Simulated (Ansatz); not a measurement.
Reaction (redistribution): `[OH][Zn][SeH]` + `[OH][Al]([OH])[SH]` → `[OH][Al]([OH])[SeH]` + `[OH][Zn][SH]`

Calculated with Ansatz (gas phase, PBE0-D4/def2-TZVP geometries, no zero-point term in ΔE). CCSD(T)/CBS adds triple-zeta CCSD(T) − MP2 to the extrapolated MP2 energy (def2 sets, frozen cores). This one scheme is used for every species. Functionals use def2-TZVPP. For Se, Zn outer-core shells are correlated without core-valence functions, which leaves a few kJ/mol of doubt a bond. Scalar relativity is left out up to krypton. Each species was taken in one conformer, which may not be the lowest.

```tsv
level	ΔE (kJ/mol)	difference from CCSD(T)/CBS
BLYP-D4	12.9	0.1
r2SCAN-D4	11.3	-1.5
r2SCANh-D4	11.8	-1.0
CAM-B3LYP-D4	13.8	1.0
ωB97X-V	12.9	0.1
PBE	10.8	-2.0
LC-ωPBE	11.7	-1.1
CCSD(T)/def2-SVP	21.1	8.3
HF/def2-TZVPP	16.7	3.9
MP2/def2-QZVPP	11.4	-1.4
CCSD(T)/CBS	12.8	0
```

Largest T1 diagnostic among the species: 0.016.

In def2-TZVPP, CCSD(T) changes the Hartree–Fock value by −5.6 kJ/mol (the triples alone add −0.8 kJ/mol) and MP2 by −6.2 kJ/mol. At CCSD(T), def2-SVP lies +8.3 kJ/mol from the extrapolated value and def2-TZVPP −1.8 kJ/mol.
